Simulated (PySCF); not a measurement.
## Spin-rotation constants: `O=Cc1ccc(F)cc1F`, C7H4F2O

Cartesian coordinates in Å; atom numbers follow the order of the lines, from 1:
```xyz
14

O     2.872    1.388   -0.291
C     2.336    0.317   -0.175
C     0.880    0.124   -0.066
C     0.021    1.226   -0.095
C    -1.346    1.069    0.003
C    -1.859   -0.213    0.132
F    -3.185   -0.378    0.228
C    -1.048   -1.335    0.166
C     0.317   -1.146    0.066
F     1.113   -2.225    0.098
H     2.918   -0.621   -0.141
H     0.463    2.205   -0.197
H    -2.015    1.913   -0.019
H    -1.467   -2.323    0.267
```

Method used: GIAO CAM-B3LYP/pcSseg-1 magnetisability, rotational g tensor and spin-rotation constants, non-relativistic, gas phase (PySCF). Geometry: GFN2-xTB.

Task: Give the nuclear spin-rotation constants along the inertial axes (H = +C I·J) beside the isotropic shieldings.

Result: Rotational constants 2.5064, 0.9610, 0.6947 GHz. A star marks the isotopologue with that one atom substituted, in its own axes.
| atom | isotope | Caa (kHz) | Cbb (kHz) | Ccc (kHz) | mean (kHz) | σ (ppm) |
| --- | --- | --- | --- | --- | --- | --- |
| F7 | 19F | 3.025 | 1.478 | 0.392 | 1.631 | 278.7 |
| F10 | 19F | 3.562 | 1.115 | 0.179 | 1.618 | 306.0 |
| H11 | 1H | -0.088 | 0.071 | -0.056 | -0.024 | 21.3 |
| H12 | 1H | -0.102 | 0.057 | -0.070 | -0.038 | 23.3 |
| H13 | 1H | -0.147 | 0.057 | -0.074 | -0.055 | 24.5 |
| H14 | 1H | -0.115 | 0.043 | -0.077 | -0.050 | 24.6 |
| O1 | 17O* | -2.164 | -0.896 | 0.013 | -1.016 | -329.8 |
| C2 | 13C* | 1.313 | 0.463 | 0.152 | 0.643 | -7.8 |
| C3 | 13C* | 1.077 | 0.371 | 0.089 | 0.512 | 55.7 |
| C4 | 13C* | 1.043 | 0.469 | 0.064 | 0.525 | 43.4 |
| C5 | 13C* | 0.916 | 0.398 | 0.084 | 0.466 | 64.3 |
| C6 | 13C* | 1.403 | 0.357 | 0.170 | 0.643 | 2.7 |
| C8 | 13C* | 0.884 | 0.363 | 0.094 | 0.447 | 72.1 |
| C9 | 13C* | 1.056 | 0.487 | 0.170 | 0.571 | 3.6 |

For the geometry as given, no vibrational averaging.
